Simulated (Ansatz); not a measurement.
The pair A = NH3 (SMILES N) (first 4 atoms), B = HCl (SMILES Cl); geometry from B3LYP-D3(BJ)/def2-TZVP.
(charge 0, multiplicity 1):
```tsv
atom	x (Å)	y (Å)	z (Å)
N	-0.0303	0.0770	0.6092
H	-0.5200	-0.7547	0.2991
H	-0.4651	0.8821	0.1729
H	0.9284	0.0198	0.2851
Cl	-0.1286	0.3167	3.6727
H	-0.0858	0.2120	2.3353
```

Correlated levels freeze the cores. MP2 and its Hartree–Fock in aug-cc-pV(Q+d)Z are density fitted.

Run with Ansatz (a first-principles code) with Gaussian orbitals. Values without a source in brackets are computed.

The counterpoise-corrected interaction energy is E(AB) − E(A in the pair's basis) − E(B in the pair's basis). Total energies (hartree):

| level | AB | A in the pair's basis | B in the pair's basis |
|---|---|---|---|
| HF/aug-cc-pV(T+d)Z | -516.3351801 | -56.2202650 | -460.1053760 |
| MP2/aug-cc-pV(T+d)Z | -516.7915421 | -56.4609315 | -460.3146526 |
| HF/aug-cc-pV(Q+d)Z | -516.3419695 | -56.2238624 | -460.1086254 |
| MP2/aug-cc-pV(Q+d)Z | -516.8292620 | -56.4778622 | -460.3348252 |
| CCSD(T)/aug-cc-pV(T+d)Z | -516.8391630 | -56.4808677 | -460.3440317 |

Task: Work out the counterpoise-corrected interaction energy at the basis-set limit: extrapolate the MP2 correlation part as X⁻³, take Hartree–Fock from the larger set, and add the CCSD(T) − MP2 difference of aug-cc-pV(T+d)Z.

Result: 
1. Differences (1 hartree = 627.509 kcal/mol): HF/aug-cc-pV(T+d)Z -5.986; MP2/aug-cc-pV(T+d)Z -10.014; HF/aug-cc-pV(Q+d)Z -5.950; MP2/aug-cc-pV(Q+d)Z -10.401; CCSD(T)/aug-cc-pV(T+d)Z -8.950.
2. Correlation parts, MP2 less HF: -4.028 in aug-cc-pV(T+d)Z (X = 3), -4.451 in aug-cc-pV(Q+d)Z (X = 4).
3. Limit (4³·(-4.451) − 3³·(-4.028))/(4³ − 3³) = -4.759; with HF/aug-cc-pV(Q+d)Z it gives -10.709.
4. CCSD(T) less MP2 in aug-cc-pV(T+d)Z: 1.063.
Result: -9.65 kcal/mol, against -10.01 at MP2/aug-cc-pV(T+d)Z. It is an estimate of this method's limit, not of the exact value.
